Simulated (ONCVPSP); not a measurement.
u(r) = r·R(r): atom against pseudo-atom (carbon)

Columns: radius, all-electron u(r) and pseudo u(r) of the 2s shell (level -13.75 eV) of carbon in the configuration [He] 2s2 2p2; PBE, scalar-relativistic, ONCV scheme, ONCVPSP 4.0.1.

```
r (bohr)  all-electron  pseudo
   0.148       -0.3489  0.0918
   0.295       -0.1621  0.1973
   0.443        0.1333  0.3220
   0.590        0.3959  0.4602
   0.738        0.5939  0.5962
   0.885        0.7233  0.7091
   1.033        0.7946  0.7877
   1.180        0.8200  0.8195
   1.328        0.8124  0.8124
   1.475        0.7824  0.7824
   1.623        0.7378  0.7378
   1.770        0.6855  0.6855
   1.918        0.6290  0.6290
   2.065        0.5722  0.5721
   2.213        0.5163  0.5163
   2.360        0.4634  0.4634
   2.508        0.4136  0.4136
   2.655        0.3680  0.3680
   2.802        0.3264  0.3264
   2.950        0.2884  0.2884
   3.098        0.2543  0.2543
   3.245        0.2240  0.2240
   3.393        0.1968  0.1968
   3.540        0.1727  0.1727
   3.688        0.1513  0.1513
   3.835        0.1326  0.1326
```

(1) How many radial nodes do the two functions have?

(2) At about which radius was the pseudo-wave matched?

(3) Is the pseudo-wave norm-conserving?

Answers

(1) The all-electron 2s function has n − l − 1 = 1; the pseudo-wave has 0, since the states of the same l below it are removed with the core.

(2) 1.30 bohr, where the columns begin to agree (steps of 0.15 bohr).

(3) Yes: the ONCV scheme keeps the norm inside the radius equal to the all-electron one, which fixes the energy derivative of the logarithmic derivative at the level.
